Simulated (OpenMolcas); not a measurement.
An OpenMolcas run meant for Ru4+ (ANO-R0, X2C; inactive shells 1s 2s 2p 3s 3p 3d 4s 4p; intended active space 4 electrons in 5 orbitals (4d)). One step of its input:

```
&RASSCF
FileOrb=start.orb
Symmetry=1
Spin=5
nElAct=4 0 0
Inactive=9 9
Ras2=5 0
CIRoot=5 5 1
SDav=5
CIMx=300
Iter=81 100
PrWF=0.3
OrbListing=Nothing
MaxOrb=0
Atom
>>> COPY $Project.JobIph JOB001
```

Lines from the output:

```
--- SEWARD ---
Basis set label: RU.ANO-R...5S3P2D.

      Electronic valence basis set:
      ------------------
      Associated Effective Charge  44.000000 au
      Associated Actual Charge     44.000000 au
      Nuclear Model: Finite nucleus - Gaussian distribution
        Gaussian exponent, Xi/bohr**(-2):  2.09653E+08

      Shell  nPrim  nBasis  Cartesian Spherical Contaminant
         s      23       5        X
         p      16       3        X
         d      12       2                 X
                  Relativistic X2C integrals
                  Atomic mean-field integrals
--- RASSCF ---

 Nr of active orbitals     NAC=   5
 Spin degeneracy         ISPIN=   5
 There can be no such wave function.
 ************************************************
--- Stop Module: rasscf at  /rc=_RC_INPUT_ERROR_ ---
.####################.
.# User input error #.
.####################.
```

Task: What is wrong with the input?

Result: A keyword is misspelt. OpenMolcas reads the first four letters of a keyword, so the setting is refused or falls back to its default.
